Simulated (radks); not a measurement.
The lutetium ion Lu+ inside a hard spherical wall (all orbitals vanish at R), configuration held at [Xe] 4f14 6s2 and not refilled when levels cross. Calculated with a radial shooting solver on a logarithmic mesh with Libxc functionals: scalar-relativistic Kohn-Sham, LDA (Slater exchange, Perdew-Wang correlation), spin-polarised, spherical densities, finite nucleus; Fermi nuclear charge, rms radius 5.37 fm. Eigenvalues in eV for spin up, with the zero of energy where the potential of the charges vanishes at infinity; a dash marks a level that is unbound or too diffuse for the functional's potential to be trusted. A positive occupied level is held by the wall or, in an anion where self-interaction has pushed it up, behind a barrier. The pressure on the wall is -dE/dV.

| R (bohr) | E (hartree) | kinetic (hartree) | e(5s) | e(5p) | e(4f) | e(6s) | e(5d, empty) | e(6p, empty) | pressure (GPa) |
|---|---|---|---|---|---|---|---|---|---|
| free | -14552.4543 | 15892.528 | -70.192 | -40.656 | -18.774 | -11.286 | -9.471 | -6.679 | 0 |
| 20 | -14552.4543 | 15892.528 | -70.192 | -40.656 | -18.774 | -11.286 | -9.471 | -6.679 | < 0.0001 |
| 15 | -14552.4543 | 15892.528 | -70.192 | -40.656 | -18.774 | -11.286 | -9.471 | -6.679 | < 0.0001 |
| 12 | -14552.4543 | 15892.528 | -70.192 | -40.655 | -18.774 | -11.286 | -9.471 | -6.676 | 0.000113 |
| 8 | -14552.4522 | 15892.552 | -70.089 | -40.555 | -18.671 | -11.195 | -9.380 | -6.405 | 0.114 |
| 5 | -14552.3261 | 15893.274 | -68.146 | -38.687 | -16.704 | -8.436 | -7.425 | -1.402 | 15.6 |
| 4 | -14551.9706 | 15894.832 | -65.566 | -36.244 | -13.974 | -2.476 | -4.193 | 7.731 | 97.5 |
| 3 | -14550.2748 | 15901.740 | -58.413 | -29.124 | -5.727 | 20.346 | 6.406 | 38.352 | 951 |
| 2.5 | -14547.0851 | 15914.063 | -48.911 | -18.668 | 5.609 | 55.247 | 21.653 | 80.816 | 3900 |
| 2 | -14537.0666 | 15949.599 | -25.408 | 9.014 | 31.353 | 143.35 | 59.730 | 181.15 | 20600 |
| 1.5 | -14497.8206 | 16075.280 | 53.835 | 102.95 | 97.722 | 405.68 | 177.72 | 464.53 | 161000 |
